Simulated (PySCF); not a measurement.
C4H10Si2, SMILES [Si@@H]1(C)[SiH2]CC=C1.

Coordinates come from a PBE0-D3(BJ)/def2-SVP optimisation. The structure was generated by enumeration; whether it is a known compound was not checked. One conformer was computed; it need not be the lowest.

Two levels are set side by side: PBE/def2-TZVP (PySCF) and CAM-B3LYP/def2-TZVP (PySCF). Same geometry, gas phase. Differences are taken from unrounded values.

```
quantity                       PBE
---------------------------  -----
orbital gap (eV)              4.99
highest occupied level (eV)  -6.26
lowest empty level (eV)      -1.27
dipole moment (D)             0.92
mean polarisability (bohr³)  103.9
```

**Question.** These are the PBE values. What does CAM-B3LYP give? (Estimate from the structure and the level; the computed values follow.)

**Answer.** 
| quantity | CAM-B3LYP | PBE minus CAM-B3LYP |
|---|---|---|
| orbital gap (eV) | 9.47 | -4.48 |
| highest occupied level (eV) | -8.63 | 2.38 |
| lowest empty level (eV) | 0.83 | -2.10 |
| dipole moment (D) | 0.78 | 0.14 |
| mean polarisability (bohr³) | 99.2 | 4.7 |

PBE's occupied levels lie high since its potential decays too fast outside the molecule; exact exchange lowers them and widens the gap. PBE's more diffuse valence density responds more strongly to a field. Differences between two approximate levels are no errors against the true value.

Rough cost on one machine, each run with all the roots and properties that it gave: CAM-B3LYP against PBE within a factor of 2.
